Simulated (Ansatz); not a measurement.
Ligand-field states of Cr(NH2)3 (CrN3H6) at its r2SCAN-D4/def2-SVP geometry (relaxed as a quartet).

```csv
atom,x (Å),y (Å),z (Å)
Cr1,0.000,0.000,0.000
N2,0.260,0.020,1.815
H3,-0.021,0.771,2.444
H4,0.710,-0.719,2.355
N5,-1.151,-1.216,-0.748
H6,-0.881,-1.984,-1.363
H7,-2.161,-1.232,-0.617
N8,0.890,1.196,-1.067
H9,1.897,1.212,-1.224
H10,0.457,1.952,-1.597
```

CASSCF(3,5) on the Cr 3d shell in def2-SVP, averaged with equal weights over 10 quartets and 12 doublets, then SC-NEVPT2; Ansatz, no spin–orbit coupling. The space holds no ligand orbitals and no second d shell, so covalent complexes are described poorly.

Estimate the states' energies above the lowest.


```json
{"state": "quartet 1", "CASSCF (cm⁻¹)": "0", "NEVPT2 (cm⁻¹)": "0"}
{"state": "quartet 2", "CASSCF (cm⁻¹)": "13701", "NEVPT2 (cm⁻¹)": "18549"}
{"state": "quartet 3", "CASSCF (cm⁻¹)": "13741", "NEVPT2 (cm⁻¹)": "18615"}
{"state": "quartet 4", "CASSCF (cm⁻¹)": "13750", "NEVPT2 (cm⁻¹)": "18624"}
{"state": "quartet 5", "CASSCF (cm⁻¹)": "14787", "NEVPT2 (cm⁻¹)": "19494"}
{"state": "quartet 6", "CASSCF (cm⁻¹)": "17554", "NEVPT2 (cm⁻¹)": "21904"}
{"state": "quartet 7", "CASSCF (cm⁻¹)": "17554", "NEVPT2 (cm⁻¹)": "21904"}
{"state": "quartet 8", "CASSCF (cm⁻¹)": "40497", "NEVPT2 (cm⁻¹)": "46335"}
{"state": "quartet 9", "CASSCF (cm⁻¹)": "47204", "NEVPT2 (cm⁻¹)": "52051"}
{"state": "quartet 10", "CASSCF (cm⁻¹)": "47205", "NEVPT2 (cm⁻¹)": "52051"}
{"state": "doublet 1", "CASSCF (cm⁻¹)": "14071", "NEVPT2 (cm⁻¹)": "13943"}
{"state": "doublet 2", "CASSCF (cm⁻¹)": "14415", "NEVPT2 (cm⁻¹)": "13916"}
{"state": "doublet 3", "CASSCF (cm⁻¹)": "14415", "NEVPT2 (cm⁻¹)": "13916"}
{"state": "doublet 4", "CASSCF (cm⁻¹)": "17186", "NEVPT2 (cm⁻¹)": "16348"}
{"state": "doublet 5", "CASSCF (cm⁻¹)": "17186", "NEVPT2 (cm⁻¹)": "16349"}
{"state": "doublet 6", "CASSCF (cm⁻¹)": "19998", "NEVPT2 (cm⁻¹)": "19810"}
{"state": "doublet 7", "CASSCF (cm⁻¹)": "19998", "NEVPT2 (cm⁻¹)": "19810"}
{"state": "doublet 8", "CASSCF (cm⁻¹)": "21862", "NEVPT2 (cm⁻¹)": "22873"}
{"state": "doublet 9", "CASSCF (cm⁻¹)": "29380", "NEVPT2 (cm⁻¹)": "32834"}
{"state": "doublet 10", "CASSCF (cm⁻¹)": "29382", "NEVPT2 (cm⁻¹)": "32835"}
{"state": "doublet 11", "CASSCF (cm⁻¹)": "30083", "NEVPT2 (cm⁻¹)": "33557"}
{"state": "doublet 12", "CASSCF (cm⁻¹)": "30676", "NEVPT2 (cm⁻¹)": "34238"}
```
The lowest NEVPT2 state is a quartet. Hardware: 4 threads of Intel Xeon 6975P-C on a shared host. Wall time 14 s.
